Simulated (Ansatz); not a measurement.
Two isomers of C2H7BOS: A = `CCOBS`, B = `COB(C)S`.

Program: Ansatz. Geometries: PBE0-D4/def2-TZVP. ΔE: electronic, gas phase. CCSD(T)/CBS is the MP2 limit (def2-TZVPP, def2-QZVPP) plus CCSD(T) − MP2 in def2-TZVPP, frozen cores. Functionals use def2-TZVPP. B3LYP here is the variant with VWN-RPA as its local correlation; programs differ in this. One conformer a species, not always the lowest.

Problem. Which isomer does CCSD(T)/CBS put lower? Give the gap. (An estimate is asked.)

Solution. Computed: B, by 8.7 kcal/mol.

Problem. Give E(B) − E(A) in kcal/mol with B2PLYP, B3LYP, HF/def2-TZVPP, MP2/def2-TZVPP, ωB97M-V, r2SCAN-D4, B3LYP-D4. (An estimate is asked.)

Solution. Computed: B2PLYP -8.0, B3LYP -7.6, HF/def2-TZVPP -6.6, MP2/def2-TZVPP -9.0, ωB97M-V -8.9, r2SCAN-D4 -9.4, B3LYP-D4 -8.6. None reverses the order clearly.

Largest T1 diagnostic: 0.013.

The D4 term adds −1.0 kcal/mol with B3LYP and −0.5 kcal/mol with PBE0; it sums over pairs of atoms, weighted by their polarisabilities, and B3LYP, whose exchange is more repulsive, gets the larger term. In def2-TZVPP, CCSD(T) changes the Hartree–Fock value by −1.9 kcal/mol (the triples alone add −0.2 kcal/mol) and MP2 by −2.4 kcal/mol.
